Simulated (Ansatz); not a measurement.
The cluster Pd4H7. Total charge 0; doublet. Geometry PBE0-D4/def2-SVP, basis def2-TZVP, Ansatz.

```xyz
11

Pd   -0.692   -1.573    0.069
Pd    1.194    0.197   -0.997
Pd   -0.600    1.030    0.761
Pd   -2.480   -0.702    1.913
H     2.697   -0.018   -1.909
H    -0.805   -0.687    1.517
H    -0.445    2.690    0.508
H     0.932   -1.404   -0.539
H     2.098   -0.110   -2.483
H    -2.271   -1.791    0.687
H     0.372    2.368    0.472
```

| run | HOMO (eV) | LUMO (eV) |
| --- | --- | --- |
| A | -4.88 | -4.56 |
| B | -4.72 | -3.99 |
| C | -7.50 | -1.28 |
| D | -5.54 | -3.15 |
| E | -4.64 | -4.21 |

In the def2 sets Pd takes a core potential; there is no spin–orbit coupling. In the doublet, H5 and H9 lie 0.83 Å apart, H7 and H11 lie 0.88 Å apart (atoms count from 1), so H2 has formed as a molecule. No other spin state of charge 0 was run. Another isomer (doublet) lies 0.25 eV lower at PBE0-D4/def2-TZVP; other spin states weren't run for this one.

HOMO and LUMO are taken over both spins.

The runs used LDA (SPW92), PBE, PBE0, r2SCAN, ωB97M-V. Estimate which is which.

A LDA (SPW92) (0 % exact exchange); B r2SCAN (0 % exact exchange); C ωB97M-V (range-separated); D PBE0 (25 % exact exchange); E PBE (0 % exact exchange). Exact exchange lowers occupied and raises empty levels; among semilocal functionals meta-GGAs tend to open the gap a little, and such runs are hard to tell apart. The gap grows from 0.32 eV (LDA (SPW92)) to 6.22 eV (ωB97M-V).
